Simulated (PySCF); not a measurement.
# Correlation energy of Mn⁺ (manganese, charge +1)

[Ar] 3d6, high-spin 5D determinant (an excited configuration). Computed with PySCF 2.14 in aug-cc-pVDZ-DK, with scalar relativity by spin-free X2C-1e. Frozen: [Ar]; 6 electrons correlated.

```json
{"level": "CCSD", "correlation energy (mhartree)": "-118.88"}
{"level": "(T)", "correlation energy (mhartree)": "-2.70"}
{"level": "CCSD(T)", "correlation energy (mhartree)": "-121.58"}
```

Diagnostics: T1 = 0.015, D1 = 0.0272, largest double amplitude 0.035.

Cost of the coupled-cluster step: roughly 4 core-seconds, for 6 correlated electrons.

Iterations:

```
CC2 = 0
CCSD nocc = (np.int64(5), np.int64(1)), nmo = (50, 50)
frozen orbitals [[0, 1, 2, 3, 4, 5, 6, 7, 8], [0, 1, 2, 3, 4, 5, 6, 7, 8]]
max_cycle = 100
direct = 0
conv_tol = 1e-08
conv_tol_normt = 1e-06
diis_space = 8
diis_start_cycle = 0
Init t2, MP2 energy = -0.115942218878652
Init E_corr(UCCSD) = -0.115942218879738
cycle = 1  E_corr(UCCSD) = -0.116521133429441  dE = -0.00057891455  norm(t1,t2) = 0.0465516
cycle = 2  E_corr(UCCSD) = -0.118387298854587  dE = -0.00186616543  norm(t1,t2) = 0.0130592
cycle = 3  E_corr(UCCSD) = -0.11834019555004  dE = 4.71033045e-05  norm(t1,t2) = 0.00836957
cycle = 4  E_corr(UCCSD) = -0.118779849179195  dE = -0.000439653629  norm(t1,t2) = 0.00499783
cycle = 5  E_corr(UCCSD) = -0.118847893589828  dE = -6.80444106e-05  norm(t1,t2) = 0.00209972
cycle = 6  E_corr(UCCSD) = -0.118867737404979  dE = -1.98438152e-05  norm(t1,t2) = 0.00113556
cycle = 7  E_corr(UCCSD) = -0.118884485521178  dE = -1.67481162e-05  norm(t1,t2) = 0.000643723
cycle = 8  E_corr(UCCSD) = -0.118884670302023  dE = -1.84780845e-07  norm(t1,t2) = 0.000366145
cycle = 9  E_corr(UCCSD) = -0.118880933810793  dE = 3.73649123e-06  norm(t1,t2) = 0.000250429
cycle = 10  E_corr(UCCSD) = -0.118881256993527  dE = -3.23182734e-07  norm(t1,t2) = 0.000142486
cycle = 11  E_corr(UCCSD) = -0.11888249799666  dE = -1.24100313e-06  norm(t1,t2) = 7.18793e-05
cycle = 12  E_corr(UCCSD) = -0.118882678915274  dE = -1.80918615e-07  norm(t1,t2) = 3.38717e-05
cycle = 13  E_corr(UCCSD) = -0.118882670658762  dE = 8.25651178e-09  norm(t1,t2) = 1.5846e-05
cycle = 14  E_corr(UCCSD) = -0.118882595516337  dE = 7.51424258e-08  norm(t1,t2) = 1.03864e-05
cycle = 15  E_corr(UCCSD) = -0.118882641067707  dE = -4.55513707e-08  norm(t1,t2) = 7.31245e-06
cycle = 16  E_corr(UCCSD) = -0.118882722864496  dE = -8.17967882e-08  norm(t1,t2) = 5.47111e-06
cycle = 17  E_corr(UCCSD) = -0.118882751636683  dE = -2.87721878e-08  norm(t1,t2) = 3.71855e-06
cycle = 18  E_corr(UCCSD) = -0.118882777611552  dE = -2.59748688e-08  norm(t1,t2) = 2.4814e-06
cycle = 19  E_corr(UCCSD) = -0.118882768259826  dE = 9.3517262e-09  norm(t1,t2) = 1.56639e-06
cycle = 20  E_corr(UCCSD) = -0.118882762512401  dE = 5.74742517e-09  norm(t1,t2) = 1.08872e-06
cycle = 21  E_corr(UCCSD) = -0.118882767790623  dE = -5.27822248e-09  norm(t1,t2) = 7.17894e-07
UCCSD converged
E(UCCSD) = -1157.150006557576  E_corr = -0.1188827677906232
UCCSD(T) correction = -0.00269837547096107
```
